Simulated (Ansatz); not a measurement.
Consider the ligand exchange at the Si–C bond: `BC([SiH3])OC` + `O[SiH2][NH][AlH2]` → `[AlH2][NH][SiH2]O[SiH3]` + `BCOC`.

Gas-phase electronic energies from Ansatz, PBE0-D4/def2-TZVP geometries. CCSD(T)/CBS adds triple-zeta CCSD(T) − MP2 to the extrapolated MP2 energy (def2 sets, frozen cores). DFT in def2-TZVPP. B3LYP here is the variant with VWN-RPA as its local correlation; programs differ in this. Each species was taken in one conformer, which may not be the lowest.

`BC([SiH3])OC`:

```xyz
14

B     0.579    0.382   -1.804
C     0.309   -0.310   -0.485
Si    0.473    1.438    0.421
O    -0.944   -0.891   -0.277
C    -1.068   -1.553    0.954
H    -0.300    0.657   -2.564
H     1.701    0.756   -2.002
H     1.132   -0.895   -0.055
H    -0.545    1.444    1.500
H     0.171    2.564   -0.505
H     1.837    1.617    0.976
H    -0.947   -0.866    1.802
H    -2.068   -1.985    0.990
H    -0.328   -2.358    1.049
```

`O[SiH2][NH][AlH2]`:

```xyz
10

O     0.186   -0.002    2.211
Si   -0.564    0.471    0.820
N    -0.179   -0.623   -0.438
Al    0.866   -0.365   -1.862
H    -0.215    0.272    3.037
H    -0.089    1.807    0.378
H    -2.030    0.522    1.088
H    -0.558   -1.554   -0.319
H     1.515    1.060   -2.069
H     1.067   -1.589   -2.847
```

`[AlH2][NH][SiH2]O[SiH3]`:

Cartesian coordinates in Å:
```
Al -0.028 0.407 -2.881
N -0.597 0.657 -1.207
Si 0.327 0.981 0.200
O 0.596 -0.348 1.117
Si 0.033 -1.352 2.273
H -1.119 0.118 -3.991
H 1.526 0.495 -3.153
H -1.596 0.586 -1.055
H 1.651 1.477 -0.240
H -0.379 1.974 1.053
H -0.941 -0.645 3.147
H 1.173 -1.833 3.091
H -0.646 -2.516 1.645
```

`BCOC`:

```xyz
11

B    -1.158    1.621    0.255
C    -0.018    0.580    0.173
O    -0.404   -0.686   -0.292
C     0.663   -1.589   -0.347
H    -2.281    1.361   -0.055
H    -0.880    2.718    0.645
H     0.788    1.009   -0.458
H     0.451    0.512    1.176
H     1.454   -1.239   -1.026
H     0.276   -2.539   -0.716
H     1.110   -1.748    0.646
```

CCSD(T)/CBS gives -109.8 kJ/mol.

(1) Another level gave -122.0 kJ/mol. Which?
A. SCS-MP2/def2-TZVPP
B. r2SCAN/def2-TZVPP
C. B3LYP-D4/def2-TZVPP
D. PBE0-D4/def2-TZVPP

Largest T1 diagnostic among the species: 0.013.

Results:

(1) A. SCS-MP2/def2-TZVPP -122.0, B3LYP-D4 -113.0, r2SCAN -100.0, PBE0-D4 -95.1 kJ/mol.

The D4 term adds +4.8 kJ/mol with B3LYP and +2.2 kJ/mol with PBE0; it sums over pairs of atoms, weighted by their polarisabilities, and B3LYP, whose exchange is more repulsive, gets the larger term. From PBE to PBE0 (25 % exact exchange), in def2-TZVPP and without D4, ΔE moves by −13.2 kJ/mol. In def2-TZVPP, CCSD(T) changes the Hartree–Fock value by +50.9 kJ/mol (the triples alone add +8.6 kJ/mol) and MP2 by +49.8 kJ/mol.
